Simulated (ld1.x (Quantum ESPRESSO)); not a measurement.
**What the settings do to the TM potential of platinum**

Base potential:

```
Element                 : Pt (Z = 78)
Generator               : ld1.x (Quantum ESPRESSO) 7.5
Type                    : norm-conserving Troullier–Martins (Kleinman–Bylander form)
Functional              : PBEsol
Relativity              : scalar-relativistic
Frozen core             : [Xe] 4f14
Valence charge          : 10
Reference configuration : 5d9 6s1 6p0
Partial waves           : 6s (bound): rc 1.95 bohr; 6p (bound, empty): rc 3.00 bohr; 5d (bound): rc 1.75 bohr
Local potential         : the d channel
Core correction         : a·sin(br)/r model core, default radius (core density twice the valence density)
```

Cutoffs, loose and tight: the cutoffs (Ry, on a coarse ladder) from which the occupation-weighted sum of valence levels, in a spherical-Bessel basis at the reference potential, stays within 10 and 1 mRy of its value at 400 Ry. They do not see the model core or the augmentation charge, which bear on the density cutoff. Test errors are all-electron minus pseudo excitation energies from the reference, over the configurations 5d9 6s0 6p0; 5d8 6s0 6p0; 5d7 6s0 6p0; 5d8 6s2 6p0; 5d6 6s0 6p0; 5d9 6s0 6p1; 5d9.5 6s0.5 6p0. A dash means not determined; rows that change the core or the reference have their own tests. The largest error is taken over the tests solved by every variant that gives reliable tests at all: 5d6 6s0 6p0; 5d7 6s0 6p0; 5d8 6s0 6p0; 5d8 6s2 6p0; 5d9 6s0 6p0; 5d9.5 6s0.5 6p0.

A true bound ghost makes a file unfit for plane-wave use even where its test errors are small: the radial tests pick states by their node count and pass the ghost by. Where a test does run into it, the solver fails or the error is huge.

| change | outcome | cutoff, loose | cutoff, tight | bound ghosts | largest test error (meV) |
| --- | --- | --- | --- | --- | --- |
| base | generated | 40 Ry | 50 Ry | s, p | -547 |
| all radii but the core radius scaled by about 0.76 (s 1.48, p 2.28, d 1.34 bohr) | generated | 100 Ry | 120 Ry | s, p | -641 |
| all radii but the core radius scaled by about 0.85 (s 1.66, p 2.54, d 1.48 bohr) | generated | 40 Ry | 80 Ry | s, p | -602 |
| all radii but the core radius scaled by about 0.95 (s 1.84, p 2.84, d 1.66 bohr) | generated | 40 Ry | 70 Ry | s, p | -562 |
| all radii but the core radius scaled by about 1.05 (s 2.04, p 3.14, d 1.84 bohr) | generated | 40 Ry | 50 Ry | s, p | -535 |
| all radii but the core radius scaled by about 1.11 (s 2.16, p 3.34, d 1.94 bohr) | generated | 40 Ry | 50 Ry | s, p | -530 |
| all radii but the core radius scaled by about 1.22 (s 2.38, p 3.68, d 2.14 bohr) | generated | 40 Ry | 50 Ry | s, p | -545 |
| all radii but the core radius scaled by about 1.27 (s 2.48, p 3.82, d 2.22 bohr) | generated | 40 Ry | 45 Ry | s, p | -560 |
| all radii but the core radius scaled by about 1.39 (s 2.72, p 4.18, d 2.44 bohr) | generated | 35 Ry | 40 Ry | s, p | -618 |

Reading the sweep of the scale of all radii but the core radius (base = 1) (base included, trends over the rows without a ghost): Bound ghosts are found at 0.76, 0.85, 0.95, 1, 1.05, 1.11, 1.22, 1.27, 1.39. Every judged row has one, so this setting neither creates nor removes them.
